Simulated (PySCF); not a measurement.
C₂H₇F₃OSi₂.
Bonds: F1–C2, C2–F3, C2–F4, C2–C5, C5–Si6, Si6–O7, O7–Si8. Hydrogens: H9, H10 on C5; H11, H12 on Si6; H13, H14, H15 on Si8.

Method used: PBE0-D3(BJ)/def2-SVP geometry optimisation, gas phase in PySCF 2.14.0.

Question: Give the optimised bond lengths and angles.

Answer: 
```csv
bond,length (Å),order
"F1–C2, C2–F3, C2–F4",1.339,single
C2–C5,1.500,single
C5–Si6,1.888,single
Si6–O7,1.656,single
O7–Si8,1.659,single
"C5–H9, C5–H10",1.101,single
"Si6–H11, Si6–H12",1.491,single
"Si8–H13, Si8–H14, Si8–H15",1.492,single
```

Bonds in one row agree within 0.01 Å and their mean is given. Orders are formal, as drawn. A selection of angles:
```csv
angle,degrees
F1–C2–F3,107.1
F1–C2–C5,111.5
C2–C5–Si6,115.7
C2–C5–H9,108.3
Si6–C5–H9,108.5
Si6–C5–H10,108.5
H9–C5–H10,107.2
C5–Si6–O7,105.4
C5–Si6–H11,110.4
O7–Si6–H11,110.2
H11–Si6–H12,110.0
Si6–O7–Si8,146.9
O7–Si8–H13,110.2
O7–Si8–H15,108.2
H13–Si8–H14,109.0
```

Torsions: F1–C2–C5–Si6 62° (synclinal); C2–C5–Si6–O7 -178° (antiperiplanar); C5–Si6–O7–Si8 -178° (antiperiplanar). The mirror-image conformer, all signs reversed, is as good.

O7 (siloxane oxygen) is bent (angle 146.9°). Si6 (oxygen-bound silicon) is distorted tetrahedral (angles from 105.4° to 110.5°). All 3 C–F bonds measure 1.337 to 1.341 Å. Si8 (oxygen-bound silicon) is tetrahedral (angles from 108.2° to 110.2°).

Point group: near Cs, missed by 0.23 Å at most; the miss may be what the optimiser left on a soft mode. Whether it is a minimum is left open (no frequencies). One conformer, not necessarily the lowest.
